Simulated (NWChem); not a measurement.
Molecule: SiN$_{2}$H$_{4}$Cl$_{2}$; SMILES N[Si](N)(Cl)Cl

```xyz
9

N      0.3215    -1.3548    -1.3710
Si     0.0000     0.0000    -0.3673
N     -0.3215     1.3548    -1.3710
Cl     1.6602     0.1243     0.8935
Cl    -1.6602    -0.1243     0.8935
H     -0.3889    -1.6386    -2.0504
H      0.8074    -2.1606    -0.9716
H      0.3889     1.6386    -2.0504
H     -0.8074     2.1606    -0.9716
```
Atoms are numbered in this order, from 1.

Computed with NWChem. Coordinates come from a PBE-D3(BJ)/def2-SVP optimisation. Level PBE/def2-SVP: energy and gradient; each run changes one setting, and changes count from the defaults (medium grid, exact Coulomb integrals, symmetry on).

Q: Which setting moves the energy most, and by about how much (symmetry off; defaults; Coulomb fitting, Weigend set; tight SCF thresholds and tolerances; Becke weights)?

A: Coulomb fitting, Weigend set, by about 500 μHa.
```csv
setting,size of the energy change (μHa),largest change of a gradient component (μHa/bohr),"time, defaults = 1 (rough)"
defaults,< 10,< 30,about 1
Becke weights,10,< 30,about 1
tight SCF thresholds and tolerances,< 10,< 30,about 1
symmetry off,< 10,other frame,about 1
"Coulomb fitting, Weigend set",500,80,0.4
```
